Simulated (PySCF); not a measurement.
**Cadmium: a sound run and one with changed settings**

Sound run: Cd⁺ [Kr] 4d10 5s1, Cd²⁺ [Kr] 4d10. All numbers are calculated (PySCF 2.14, scalar relativity through the core potential, in cc-pVTZ-PP with ECP28MDF (5s5p4d2f1g, 63 functions)). In the sound run the correlated levels freeze 4s2 4p6 outside the core potential. The sound run starts from symmetry-adapted Hartree-Fock orbitals and uses a fine grid where one is needed.

Changed run: initial guess atom, at most 50 SCF cycles, level shift 0.1 hartree.

```tsv
species	method	sound run (hartree)	changed run (hartree)	converged
Cd⁺	UHF	-166.56836	-166.56836	yes
Cd⁺	M06-2X	-167.34178	-167.34178	yes
Cd⁺	B3LYP	-167.46565	-167.46565	yes
Cd⁺	MP2	-166.97264	-166.95894	yes
Cd²⁺	UHF	-165.99737	-165.99737	yes
Cd²⁺	M06-2X	-166.72537	-166.72537	yes
Cd²⁺	B3LYP	-166.82678	-166.82678	yes
Cd²⁺	MP2	-166.36018	-166.34900	yes
```

Ionisation energy of Cd⁺:

| method | sound run (eV) | changed run (eV) |
| --- | --- | --- |
| UHF | 15.537 | 15.537 |
| M06-2X | 16.773 | 16.773 |
| B3LYP | 17.385 | 17.385 |
| MP2 | 16.666 | 16.597 |
| SCS-MP2 | 16.482 | 16.422 |

A level shift leaves the converged SCF energy unchanged but raises the virtual orbital energies, which shrinks MP2 if it is not removed.

For comparison, NIST gives 16.908 eV between the lowest levels.
